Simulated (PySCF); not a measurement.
## C5H7N2O: g tensor and hyperfine couplings

C5H7N2O (doublet state).
Atom-mapped SMILES: `[CH2:1][NH:2][C:3](=[O:4])[C@H:5]([CH3:6])[C:7]#[N:8]` (hydrogens: H9, H10 on C1; H11 on N2; H12 on C5; H13, H14, H15 on C6)

Cartesian coordinates in Å at the GFN2-xTB level; atoms count from 1:
```
atom  x, y, z in Å
C1     2.5107    0.6508    0.2782
N2     1.2640    0.3121   -0.1181
C3     0.1167    0.7711    0.4757
O4     0.1125    1.5346    1.4222
C5    -1.1698    0.1937   -0.1335
C6    -1.4442   -1.1999    0.4551
C7    -1.0652    0.1304   -1.5678
N8    -0.9329    0.0636   -2.7027
H9     3.3529    0.2725   -0.2610
H10    2.6058    1.3112    1.1157
H11    1.1714   -0.2883   -0.9293
H12   -1.9890    0.8702    0.1336
H13   -2.3798   -1.5966    0.0669
H14   -1.5150   -1.1244    1.5374
H15   -0.6424   -1.8928    0.2056
```

The hyperfine couplings belong to this conformer and change with its torsions.

Computed, not measured: UKS B3LYP, pcH-1 on C H N O, non-relativistic, mean-field spin-orbit, GIAO (PySCF 2.14.0). Geometry: GFN2-xTB, one conformer, isolated molecule. A GFN2-xTB geometry isn't a minimum of the functional, and hyperfine couplings can be far from their values at a DFT geometry. No stability test was run, so a lower SCF solution isn't excluded.

* g1, g2, g3: 2.00216, 2.00309, 2.00361
* g_iso: 2.00295
* Form of g: rhombic: the two nearest values differ by 36 % of g3 − g1
* ⟨S²⟩: 0.7558 (exact 0.7500)
* α and β electrons: 30, 29

Hyperfine couplings atom by atom, in MHz; T1 to T3 are the principal values of the dipolar part:

| atom | isotope | a_iso | T1 | T2 | T3 | Mulliken spin population |
| --- | --- | --- | --- | --- | --- | --- |
| C1 | 13C | 71.0 | -70.2 | -68.3 | 138.5 | 0.88 |
| N2 | 14N | -4.7 | -4.0 | -2.9 | 6.9 | 0.00 |
| C3 | 13C | 3.6 | -8.4 | -6.9 | 15.3 | 0.08 |
| O4 | 17O | -8.2 | -36.7 | 17.8 | 18.9 | 0.11 |
| C5 | 13C | -5.3 | -0.5 | -0.1 | 0.6 | -0.01 |
| C6 | 13C | 11.5 | -0.9 | -0.7 | 1.6 | 0.01 |
| C7 | 13C | 3.7 | -0.5 | -0.3 | 0.7 | 0.00 |
| N8 | 14N | 0.1 | -0.3 | -0.2 | 0.6 | 0.01 |
| H9 | 1H | -57.5 | -34.2 | 0.8 | 33.4 | -0.04 |
| H10 | 1H | -57.6 | -32.0 | -0.1 | 32.1 | -0.04 |
| H11 | 1H | -5.3 | -4.8 | -4.4 | 9.3 | 0.00 |
| H12 | 1H | 1.2 | -1.4 | -1.3 | 2.7 | 0.00 |
| H13 | 1H | 3.6 | -0.9 | -0.7 | 1.5 | 0.00 |
| H14 | 1H | -0.6 | -1.3 | -1.0 | 2.3 | 0.00 |
| H15 | 1H | 0.5 | -1.9 | -0.6 | 2.6 | 0.00 |

The Mulliken spin populations are largest on C1 (+0.88), O4 (+0.11) and C3 (+0.08). No atom but C1 exceeds +0.15. The angles at C1 add up to 360.0°, so it is planar; its axial dipolar tensor and the negative couplings of its protons fit spin in a p orbital normal to that plane.

Axes: g3 points within 4° of the C1–H9 bond.

Under fast tumbling the dipolar parts average out, and these isotropic splittings remain: 1 × 1H (H10, I = 1/2, 2 lines) with 2.06 mT, 1 × 1H (H9, I = 1/2, 2 lines) with 2.05 mT, 1 × 1H (H11, I = 1/2, 2 lines) with 0.19 mT, 1 × 14N (N2, I = 1, 3 lines) with 0.17 mT, 1 × 1H (H12, I = 1/2, 2 lines) with 0.04 mT and 3 × 1H (H13/H14/H15, I = 1/2, 4 lines) with 0.04 mT.

Nuclei that the bonding pattern makes equivalent are averaged, as if the motion that swaps them (rotation, inversion, ring flip) were fast. H9 and H10 aren't averaged: C1 is flat or nearly so (angle sum 360°), and its turn about the short C1–N2 bond (1.35 Å) is taken as slow.

The 13C coupling of C1 (71.0 MHz) shows only in satellite lines or after enrichment, since that isotope makes up about 1.07 % of natural carbon.

The 17O coupling of O4 (-8.2 MHz) shows only in satellite lines or after enrichment, since that isotope makes up about 0.038 % of natural oxygen.
